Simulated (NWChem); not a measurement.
The numbers come from NWChem runs, not from measurements. System: C$_{2}$H$_{4}$OSi, charge 1, spin multiplicity 2, at the geometry of a parent with another charge or spin, in a state set for the comparison that need not be this species' ground state. Its SCF solution wasn't tested for a lower state. Level: UMP2/pcseg-2, 8 core orbitals frozen.

NWChem printed:

```
             Northwest Computational Chemistry Package (NWChem) 7.3.0
             --------------------------------------------------------

                                NWChem Input Module
                                -------------------

 Scaling coordinates for geometry "geometry" by  1.889725989
 (inverse scale =  0.529177249)

 Turning off AUTOSYM since
 SYMMETRY directive was detected!

                             Geometry "geometry" -> ""
                             -------------------------

 Output coordinates in angstroms (scale by  1.889725989 to convert to a.u.)

  No.       Tag          Charge          X              Y              Z
 ---- ---------------- ---------- -------------- -------------- --------------
    1 C                    6.0000    -1.21413700     0.11938400     0.00000000
    2 C                    6.0000    -0.61637600    -1.09388000     0.00000000
    3 Si                  14.0000     0.93514100    -0.10593300     0.00000000
    4 O                    8.0000    -0.29316300     1.13424300     0.00000000
    5 H                    1.0000    -2.27183400     0.41481400     0.00000000
    6 H                    1.0000    -1.06875400    -2.08159600     0.00000000
    7 H                    1.0000     1.78849500    -0.03856600    -1.21805600
    8 H                    1.0000     1.78849500    -0.03856600     1.21805600

 Effective nuclear repulsion energy (a.u.)     157.6674246974

            Nuclear Dipole moment (a.u.)
            ----------------------------
        X                 Y               Z
 ---------------- ---------------- ----------------
    -0.0000113384    -0.0000151178     0.0000000000

      Symmetry information
      --------------------

 Group name             Cs
 Group number              2
 Group order               2
 No. of unique centers     7

      Symmetry unique atoms

     1    2    3    4    5    6    7


 Summary of "ao basis" -> "" (spherical)
 ------------------------------------------------------------------------------
       Tag                 Description            Shells   Functions and Types
 ---------------- ------------------------------  ------  ---------------------
 *                          pcseg-2                   on all atoms

 Summary of "ao basis" -> "ao basis" (spherical)
 ------------------------------------------------------------------------------
       Tag                 Description            Shells   Functions and Types
[...]
     2   0 2 0    -18.153257    -50.983123    -46.527060     79.356926
     2   0 1 1      0.000000      0.000000      0.000000      0.000000
     2   0 0 2    -20.838087    -16.533005    -14.901575     10.596494

                   NWChem MP2 Semi-direct Energy/Gradient Module
                   ---------------------------------------------

  Basis functions       =    180
  Molecular orbitals    =    180
  Frozen core           =      8
  Frozen virtuals       =      0
  Active alpha occupied =     11
  Active beta occupied  =     10
  Active alpha virtual  =    161
  Active beta virtual   =    162
  Use MO symmetry       = T
  Use skeleton AO sym   = T

  AO/Fock/Back tols     =   1.0D-09  1.0D-09  1.0D-09

 GA uses MA = F    GA memory limited = T

 Available:
  local mem=  1.26D+08
 global mem=  1.44D+08
 local disk=  0.00D+00
  mp2_memr nvloc                   161
  nvloc new                   161
   1 passes of  11:        5242880                     154610                  95067063.
   1 passes of  11: M    126146401           G      144114400           F     120903521.

 Semi-direct pass number   1 of   1  for UHF alpha       at       54.6s
  vrange nnbf                 15779
  mp2_eaftype                   362  avail_ma_in_mb                  1099
 EAF : mp2_eaftype filesize         362   47533532.
  mp2_eaf for mointskh                    362
Node 0 wrote    223.6 Mb in      0.1 s     Agg I/O rate:  1798.3 Mb/s
 Done moints_semi at       67.5s
  mp2_eaftype                   362  avail_ma_in_mb                   737
 EAF : mp2_eaftype filesize         362   47533532.
  mp2_eaf for kh                   362
 Done maket at       68.0s
 Done multipass loop at       68.0s

 GA uses MA = F    GA memory limited = T

 Available:
  local mem=  1.26D+08
 global mem=  1.44D+08
 local disk=  0.00D+00
  mp2_memr nvloc                   162
  nvloc new                   162
   1 passes of  10:        5242880                     147063                  86966125.
   1 passes of  10: M    126146401           G      144114400           F     120903521.

 Semi-direct pass number   1 of   1  for UHF beta        at       68.0s
  vrange nnbf                 15779
  mp2_eaftype                   331  avail_ma_in_mb                  1099
 EAF : mp2_eaftype filesize         331   43483062.
  mp2_eaf for mointskh                    331
Node 0 wrote    204.5 Mb in      0.2 s     Agg I/O rate:  1025.7 Mb/s
 Done moints_semi at       80.6s
  mp2_eaftype                   331  avail_ma_in_mb                   768
 EAF : mp2_eaftype filesize         331   43483062.
  mp2_eaf for kh                   331
 Done maket at       81.1s
 Done multipass loop at       81.1s

          -------------------------------------------
          SCF energy                -441.604583497284
          Correlation energy          -0.607795981286
          Singlet pairs                0.000000000000
          Triplet pairs                0.000000000000
          Total MP2 energy          -442.212379478571
          -------------------------------------------

          ---------------------------------------------------
                    Spin Component Scaled (SCS) MP2
          Same spin pairs                     -0.142845220621
          Same spin scaling factor             0.333333333333
          Opposite spin pairs                 -0.464950760665
          Opposite spin scaling fact.          1.200000000000
          SCS-MP2 correlation energy          -0.605555986339
          Total SCS-MP2 energy              -442.210139483623
          ---------------------------------------------------

 -----------------------
 Performance information
 -----------------------

 Timer overhead =  9.63D-08 seconds/call

               Nr. of calls         CPU time (s)                 Wall time (s)                GFlops
             ---------------    -------------------     ------------------------------   -------------------
Name         Min   Avg   Max    Min     Avg     Max     Min     Avg     Max   Mx/calls   Min     Max     Sum
mp2: moin     2     2     2    25.     25.     25.      25.     25.     25.     13.      0.0     0.0     0.0
mp2: make     2     2     2   0.94    0.94    0.94     0.94    0.94    0.94    0.47      0.0     0.0     0.0
mp2: tota     1     1     1    27.     27.     27.      27.     27.     27.     27.      0.0     0.0     0.0

 The average no. of pstat calls per process was 5.00D+00
 with a timing overhead of 4.82D-07s

 Task  times  cpu:       81.1s     wall:       81.1s

 Total times  cpu:       81.1s     wall:       81.1s
```

Q: Write an NWChem input that would produce this output.

A: Several could match; the one computed here: 
```
start mol
memory heap 200 mb stack 900 mb global 1100 mb
charge 1
geometry units angstroms nocenter noautoz
  C     -1.214137     0.119384     0.000000
  C     -0.616376    -1.093880     0.000000
  Si     0.935141    -0.105933     0.000000
  O     -0.293163     1.134243     0.000000
  H     -2.271834     0.414814     0.000000
  H     -1.068754    -2.081596     0.000000
  H      1.788495    -0.038566    -1.218056
  H      1.788495    -0.038566     1.218056
  symmetry group Cs
end
basis spherical
  * library pcseg-2
end
scf
  uhf
  nopen 1
  maxiter 100
  thresh 1e-7
  semidirect memsize 60000000 filesize 0
  # guess.movecs holds the orbitals of an unrestricted PBE0 run
  vectors input guess.movecs output mol.movecs
end
mp2
  freeze core 8
end
task mp2 energy
```
